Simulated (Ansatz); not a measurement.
Total energies of AlH₄NOSn, SMILES `[OH][SnH]1[NH][AlH]1`.

Cartesian coordinates in Å:
```
O 0.264 0.850 2.169
Sn 0.819 -0.241 0.613
N -0.170 0.456 -1.136
Al -0.795 -1.167 -1.125
H -0.677 0.784 2.345
H 2.485 0.154 0.630
H -0.166 1.338 -1.627
H -1.758 -2.175 -1.869
```

Total charge 0; spin multiplicity 1. Correlated methods include outer-core shells of Sn, which these sets cover unevenly. Sn takes the def2 core potential. The geometry is a stationary point of PBE0-D4/def2-TZVP. It is one conformer, not always the lowest. Basis def2-TZVPP, Ansatz.

RPA on PBE orbitals: Hartree–Fock energy of these orbitals -586.91412 Eh, correlation -1.31422 Eh (frozen core).

| functional | kind | energy without D4 (Eh) | D4 term (kJ/mol) |
| --- | --- | --- | --- |
| LDA (SPW92) | LDA | -586.80938 | – |
| PBE | GGA | -588.91006 | -16.6 |
| revPBE | GGA | -589.14644 | -41.7 |
| BLYP | GGA | -589.11776 | -35.2 |
| r2SCAN | meta-GGA | -589.18261 | -3.8 |
| B97M-V | meta-GGA with VV10 | -589.10791 | – |
| PBE0 | global hybrid, 25 % exact exchange | -588.93763 | -14.1 |
| B3LYP | global hybrid, 20 % | -589.29107 | -27.1 |
| r2SCANh | meta-GGA hybrid, 10 % | -589.15863 | -4.1 |
| r2SCAN0 | meta-GGA hybrid, 25 % | -589.12407 | -4.6 |
| HSE06 (plane-wave form) | screened hybrid | -588.92389 | -13.4 |
| BHLYP | global hybrid, 50 % | -589.04711 | -24.6 |
| CAM-B3LYP | range-separated hybrid | -589.13116 | -14.7 |
| LC-ωPBE | long-range corrected hybrid | -589.05880 | – |
| ωB97X-V | range-separated hybrid GGA with VV10 | -589.08690 | – |
| ωB97M-V | range-separated hybrid meta-GGA with VV10 | -589.08236 | – |
| B2PLYP | double hybrid | -588.77822 | – |
| PBE-QIDH | double hybrid | -588.63478 | – |

B3LYP takes the VWN-RPA correlation (the form of Gaussian; ORCA's B3LYP/G). HSE06 is the plane-wave form, built on full-range PBE exchange. The double hybrids freeze the cores in their second-order part.

LC-ωPBE has ω = 0.4 bohr⁻¹.
